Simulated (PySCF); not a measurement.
Cl₂CrO₂, charge +1, doublet (typed; the unrestricted solution is spin-contaminated), at a GFN2-xTB geometry (such geometries of metal compounds can be far from the true shape) (the multiplicity is a formal guess); DF-CAMB3LYP/def2-SVP (PySCF).

PySCF was given this input:
```python
from pyscf import gto, scf, dft

mol = gto.M(
    atom='''
Cr    0.350137   -0.061119    0.112889
O     1.430549   -0.591872   -0.871559
O     0.778263    0.206308    1.583712
Cl   -0.365250    1.694613   -0.647934
Cl   -1.168502   -1.426886    0.153431
''',
    basis='def2-svp',
    charge=1,
    spin=1,
    verbose=4,
    symmetry=True,
)

mf = dft.UKS(mol)
mf.xc = 'camb3lyp'
mf.irrep_nelec = {'A1': (15, 16), 'A2': (3, 3), 'B1': (11, 9), 'B2': (8, 8)}
mf = mf.density_fit(auxbasis='def2-universal-jkfit')
mf.kernel()
mf.analyze()
```

The log (banner, timings and long lists left out):

```
PySCF version 2.14.0

[INPUT] verbose = 4
[INPUT] num. atoms = 5
[INPUT] num. electrons = 73
[INPUT] charge = 1
[INPUT] spin (= nelec alpha-beta = 2S) = 1
[INPUT] symmetry True subgroup None
[INPUT] Mole.unit = angstrom
[INPUT] Symbol           X                Y                Z      unit          X                Y                Z       unit  Magmom
[...]
nuclear repulsion = 499.537317773726
point group symmetry = C2v
symmetry origin: [ 9.60192886e-17 -2.29831556e-07  2.29831556e-07]
symmetry axis x: [-0.24184758 -0.93983729  0.24127912]
symmetry axis y: [-0.24495536  0.29974332  0.92203623]
symmetry axis z: [ 0.93888584 -0.16388962  0.30271037]
num. orbitals of irrep A1 = 37
num. orbitals of irrep A2 = 12
num. orbitals of irrep B1 = 24
num. orbitals of irrep B2 = 22
number of shells = 39
number of NR pGTOs = 193
number of NR cGTOs = 95
basis = def2-svp
ecp = {}

******** <class 'pyscf.df.df_jk.DFSymAdaptedUKS'> ********
method = DFSymAdaptedUKS
initial guess = minao
damping factor = 0
level_shift factor = 0
DIIS = <class 'pyscf.scf.diis.CDIIS'>
diis_start_cycle = 1
diis_space = 8
diis_damp = 0
SCF conv_tol = 1e-09
SCF conv_tol_grad = None
SCF max_cycles = 50
direct_scf = False
number electrons alpha = 37  beta = 36
irrep_nelec {'A1': (15, 16), 'A2': (3, 3), 'B1': (11, 9), 'B2': (8, 8)}
XC library pyscf.dft.libxc version 7.1.2
    S. Lehtola, C. Steigemann, M. J. T. Oliveira, and M. A. L. Marques,  SoftwareX 7, 1–5 (2018)
XC functionals = camb3lyp
    T. Yanai, D. P. Tew, and N. C. Handy,  Chem. Phys. Lett. 393, 51 (2004)
radial grids:
    Treutler-Ahlrichs [JCP 102, 346 (1995); DOI:10.1063/1.469408] (M4) radial grids

becke partition: Becke, JCP 88, 2547 (1988); DOI:10.1063/1.454033
pruning grids: <function nwchem_prune>
grids dens level: 3
symmetrized grids: True
atomic radii adjust function: <function treutler_atomic_radii_adjust>
small_rho_cutoff = 0
Freeze 73 electrons in irreps ['A1', 'A2', 'B1', 'B2']
    0 free electrons in irreps
Set gradient conv threshold to 3.16228e-05
tot grids = 86832
******** <class 'pyscf.df.df.DF'> ********
auxbasis = def2-universal-jkfit
Create RSH-DF object <pyscf.df.df.DF object> for omega=0.33
******** <class 'pyscf.df.df.DF'> ********
auxbasis = auxmol.basis = def2-universal-jkfit
init E= -2115.03650924314

cycle= 1 E= -2113.87072230306  delta_E= 1.17  |g|= 0.81  |ddm|= 2.46

cycle= 2 E= -2110.6189870006  delta_E= 3.25  |g|= 2.99  |ddm|= 2.26

cycle= 3 E= -2113.9899597658  delta_E= -3.37  |g|= 0.64  |ddm|= 1.54

cycle= 4 E= -2114.18537687821  delta_E= -0.195  |g|= 0.305  |ddm|= 0.747

cycle= 5 E= -2114.22465809436  delta_E= -0.0393  |g|= 0.0918  |ddm|= 0.238
cycle= 6 E= -2114.23564401701  delta_E= -0.011  |g|= 0.0423  |ddm|= 0.155
cycle= 7 E= -2114.2425522435  delta_E= -0.00691  |g|= 0.0238  |ddm|= 0.142
cycle= 8 E= -2114.24792026244  delta_E= -0.00537  |g|= 0.0176  |ddm|= 0.182
cycle= 9 E= -2114.24900761182  delta_E= -0.00109  |g|= 0.0101  |ddm|= 0.0617
cycle= 10 E= -2114.24971389979  delta_E= -0.000706  |g|= 0.00471  |ddm|= 0.0749
cycle= 11 E= -2114.24986769038  delta_E= -0.000154  |g|= 0.00209  |ddm|= 0.0324
cycle= 12 E= -2114.24989861051  delta_E= -3.09e-05  |g|= 0.000995  |ddm|= 0.0154
cycle= 13 E= -2114.24990633483  delta_E= -7.72e-06  |g|= 0.000488  |ddm|= 0.0111
cycle= 14 E= -2114.24990747526  delta_E= -1.14e-06  |g|= 0.000207  |ddm|= 0.00246
cycle= 15 E= -2114.24990774327  delta_E= -2.68e-07  |g|= 0.000135  |ddm|= 0.00159
cycle= 16 E= -2114.24990779678  delta_E= -5.35e-08  |g|= 0.000121  |ddm|= 0.000718
cycle= 17 E= -2114.24990780924  delta_E= -1.25e-08  |g|= 7.69e-05  |ddm|= 0.000298
cycle= 18 E= -2114.24990781309  delta_E= -3.85e-09  |g|= 2.99e-05  |ddm|= 0.000134
cycle= 19 E= -2114.24990781473  delta_E= -1.64e-09  |g|= 1.21e-05  |ddm|= 7.83e-05
cycle= 20 E= -2114.24990781534  delta_E= -6.17e-10  |g|= 6.6e-06  |ddm|= 5.34e-05
Extra cycle  E= -2114.24990781551  delta_E= -1.67e-10  |g|= 6.24e-06  |ddm|= 2.14e-05
converged SCF energy = -2114.24990781551  <S^2> = 1.9089865  2S+1 = 2.938698
**** SCF Summaries ****
Total Energy =                       -2114.249907815511051
Nuclear Repulsion Energy =             499.537317773726443
One-electron Energy =                -3887.783375736931703
Two-electron Energy =                 1273.996150147694152
Two-electron Coulomb Energy =         1395.740034479810674
DFT Exchange-Correlation Energy =     -121.743884332116494
Wave-function symmetry = A1
alpha occupancy for each irrep:     A1   A2   B1   B2
                                    15    3   11    8
beta  occupancy for each irrep:     A1   A2   B1   B2
                                    16    3    9    8
**** MO energy ****
alpha MO #1 (A1 #1), energy= -216.250779566861 occ= 1
alpha MO #2 (A1 #2), energy= -101.880147023378 occ= 1
alpha MO #3 (B1 #1), energy= -101.880091608332 occ= 1
alpha MO #4 (A1 #3), energy= -25.2410347699413 occ= 1
alpha MO #5 (B2 #1), energy= -21.5435829482762 occ= 1
alpha MO #6 (B1 #2), energy= -21.5387833257089 occ= 1
alpha MO #7 (A1 #4), energy= -21.535972036342 occ= 1
alpha MO #8 (B2 #2), energy= -19.5421146592423 occ= 1
alpha MO #9 (A1 #5), energy= -19.5420823147176 occ= 1
alpha MO #10 (A1 #6), energy= -9.83559152847622 occ= 1
alpha MO #11 (B1 #3), energy= -9.83556038259196 occ= 1
alpha MO #12 (B1 #4), energy= -7.60867647765677 occ= 1
alpha MO #13 (A1 #7), energy= -7.60866456323203 occ= 1
alpha MO #14 (A1 #8), energy= -7.59801678187901 occ= 1
alpha MO #15 (B1 #5), energy= -7.59801138524943 occ= 1
alpha MO #16 (B2 #3), energy= -7.59303465164369 occ= 1
alpha MO #17 (A2 #1), energy= -7.59302262694544 occ= 1
alpha MO #18 (A1 #9), energy= -3.38642380826315 occ= 1
alpha MO #19 (B2 #4), energy= -2.34846236658079 occ= 1
alpha MO #20 (A1 #10), energy= -2.33357656251851 occ= 1
alpha MO #21 (B1 #6), energy= -2.32299205095691 occ= 1
alpha MO #22 (A1 #11), energy= -1.26943279488055 occ= 1
alpha MO #23 (B2 #5), energy= -1.25095709479157 occ= 1
alpha MO #24 (A1 #12), energy= -1.19472041398034 occ= 1
[...]
alpha MO #95 (B2 #22), energy= 3.17469198679632 occ= 0
beta  MO #1 (A1 #1), energy= -216.251444005293 occ= 1
beta  MO #2 (A1 #2), energy= -101.87509337425 occ= 1
beta  MO #3 (B1 #1), energy= -101.875037903133 occ= 1
beta  MO #4 (A1 #3), energy= -25.2273954920807 occ= 1
beta  MO #5 (B2 #1), energy= -21.5364167755429 occ= 1
beta  MO #6 (B1 #2), energy= -21.5270341041984 occ= 1
beta  MO #7 (A1 #4), energy= -21.5210965597419 occ= 1
beta  MO #8 (B2 #2), energy= -19.5558345512142 occ= 1
beta  MO #9 (A1 #5), energy= -19.5558113606293 occ= 1
beta  MO #10 (A1 #6), energy= -9.830662269467 occ= 1
beta  MO #11 (B1 #3), energy= -9.83061982181384 occ= 1
beta  MO #12 (B1 #4), energy= -7.59530441912921 occ= 1
beta  MO #13 (A1 #7), energy= -7.59529536591357 occ= 1
beta  MO #14 (A1 #8), energy= -7.59280516771351 occ= 1
beta  MO #15 (B1 #5), energy= -7.59280131394176 occ= 1
beta  MO #16 (B2 #3), energy= -7.58968907767446 occ= 1
beta  MO #17 (A2 #1), energy= -7.58967622852767 occ= 1
beta  MO #18 (A1 #9), energy= -3.3504982561351 occ= 1
beta  MO #19 (B2 #4), energy= -2.32418739532106 occ= 1
beta  MO #20 (B1 #6), energy= -2.28613317106998 occ= 1
beta  MO #21 (A1 #10), energy= -2.2820970949194 occ= 1
beta  MO #22 (A1 #11), energy= -1.30740152809965 occ= 1
beta  MO #23 (B2 #5), energy= -1.2876951691939 occ= 1
beta  MO #24 (A1 #12), energy= -1.15894406262988 occ= 1
beta  MO #25 (B1 #7), energy= -1.14757240945713 occ= 1
beta  MO #26 (B2 #6), energy= -0.808752151605065 occ= 1
beta  MO #27 (A1 #13), energy= -0.790629221316726 occ= 1
beta  MO #28 (A1 #14), energy= -0.771130210048323 occ= 1
beta  MO #29 (A2 #2), energy= -0.764336825888725 occ= 1
beta  MO #30 (B1 #8), energy= -0.727440404006659 occ= 1
beta  MO #31 (A1 #15), energy= -0.717769656651032 occ= 1
beta  MO #32 (B1 #9), energy= -0.694476715164864 occ= 1
beta  MO #33 (B2 #7), energy= -0.68918390669284 occ= 1
beta  MO #34 (A1 #16), energy= -0.654257604089409 occ= 1
beta  MO #35 (B2 #8), energy= -0.652798669792553 occ= 1
beta  MO #36 (A2 #3), energy= -0.636930862480414 occ= 1
beta  MO #37 (B1 #10), energy= -0.468770608218438 occ= 0
beta  MO #38 (A1 #17), energy= -0.35098368817138 occ= 0
beta  MO #39 (A2 #4), energy= -0.320807004884379 occ= 0
beta  MO #40 (B1 #11), energy= -0.283483220476777 occ= 0
beta  MO #41 (A1 #18), energy= -0.261162800972746 occ= 0
beta  MO #42 (B2 #9), energy= -0.260195290291652 occ= 0
beta  MO #43 (A1 #19), energy= -0.128539115587921 occ= 0
beta  MO #44 (A1 #20), energy= 0.0436430096741725 occ= 0
beta  MO #45 (A1 #21), energy= 0.0524145074641953 occ= 0
beta  MO #46 (B2 #10), energy= 0.056555064061945 occ= 0
beta  MO #47 (B1 #12), energy= 0.0764278921354915 occ= 0
beta  MO #48 (A1 #22), energy= 0.324475886882948 occ= 0
beta  MO #49 (A2 #5), energy= 0.328109090940455 occ= 0
beta  MO #50 (B2 #11), energy= 0.339573326810356 occ= 0
beta  MO #51 (B1 #13), energy= 0.365227396875907 occ= 0
beta  MO #52 (A1 #23), energy= 0.39205710494148 occ= 0
beta  MO #53 (A1 #24), energy= 0.43182617489128 occ= 0
beta  MO #54 (B1 #14), energy= 0.436422473706978 occ= 0
beta  MO #55 (B1 #15), energy= 0.567096085594796 occ= 0
beta  MO #56 (A1 #25), energy= 0.571037481400965 occ= 0
beta  MO #57 (A2 #6), energy= 0.572272247687778 occ= 0
beta  MO #58 (B2 #12), energy= 0.572594380563416 occ= 0
beta  MO #59 (B1 #16), energy= 0.574419724640522 occ= 0
beta  MO #60 (A1 #26), energy= 0.641884442225201 occ= 0
beta  MO #61 (A2 #7), energy= 0.643442686226443 occ= 0
beta  MO #62 (B2 #13), energy= 0.65439140596387 occ= 0
beta  MO #63 (A1 #27), energy= 0.6848079789989 occ= 0
beta  MO #64 (B1 #17), energy= 0.765915696031088 occ= 0
beta  MO #65 (B2 #14), energy= 0.785228718451533 occ= 0
beta  MO #66 (A1 #28), energy= 0.798341394860012 occ= 0
beta  MO #67 (B1 #18), energy= 0.80007387870585 occ= 0
beta  MO #68 (B2 #15), energy= 0.815968665313704 occ= 0
beta  MO #69 (A2 #8), energy= 0.816633678218719 occ= 0
beta  MO #70 (B2 #16), energy= 0.907559069396206 occ= 0
beta  MO #71 (A1 #29), energy= 0.91047789207713 occ= 0
beta  MO #72 (B1 #19), energy= 0.917465897523027 occ= 0
beta  MO #73 (A1 #30), energy= 0.940612973175174 occ= 0
beta  MO #74 (A2 #9), energy= 0.944158779196672 occ= 0
beta  MO #75 (A1 #31), energy= 1.10490747583406 occ= 0
beta  MO #76 (B1 #20), energy= 1.2096235824889 occ= 0
beta  MO #77 (A1 #32), energy= 1.21270493994927 occ= 0
beta  MO #78 (B2 #17), energy= 1.2327060161527 occ= 0
beta  MO #79 (B2 #18), energy= 2.05706388742919 occ= 0
beta  MO #80 (B1 #21), energy= 2.19438736410503 occ= 0
beta  MO #81 (A2 #10), energy= 2.21924751736937 occ= 0
beta  MO #82 (A1 #33), energy= 2.26157483785079 occ= 0
beta  MO #83 (B2 #19), energy= 2.36788758038781 occ= 0
beta  MO #84 (B2 #20), energy= 2.39189694739199 occ= 0
beta  MO #85 (A1 #34), energy= 2.44031421713239 occ= 0
beta  MO #86 (A2 #11), energy= 2.44221652519032 occ= 0
beta  MO #87 (B1 #22), energy= 2.46265521111385 occ= 0
beta  MO #88 (A1 #35), energy= 2.53621615274219 occ= 0
beta  MO #89 (B1 #23), energy= 2.75411782450585 occ= 0
beta  MO #90 (B2 #21), energy= 2.89347701763675 occ= 0
beta  MO #91 (A1 #36), energy= 2.90026081071475 occ= 0
beta  MO #92 (B1 #24), energy= 3.05590524803813 occ= 0
beta  MO #93 (A2 #12), energy= 3.08599076501042 occ= 0
beta  MO #94 (A1 #37), energy= 3.12613176070747 occ= 0
beta  MO #95 (B2 #22), energy= 3.16950986155504 occ= 0
 ** Mulliken pop alpha/beta on meta-lowdin orthogonal AOs **
 ** Mulliken pop       alpha | beta **
In total            37.00000 | 36.00000
 ** Mulliken atomic charges   ( Nelec_alpha | Nelec_beta ) **
charge of  0Cr =      1.05028  (    11.82672     11.12300 )
charge of  1O =     -0.13545  (     3.79788      4.33756 )
charge of  2O =     -0.13545  (     3.79788      4.33756 )
charge of  3Cl =      0.11031  (     8.78876      8.10094 )
charge of  4Cl =      0.11031  (     8.78876      8.10094 )

WARN: System has nonzero charge 1; the dipole moment is origin-dependent.
Location of origin: [0. 0. 0.]

Dipole moment(X, Y, Z, Debye): -1.15753,  0.20205, -0.37320
```
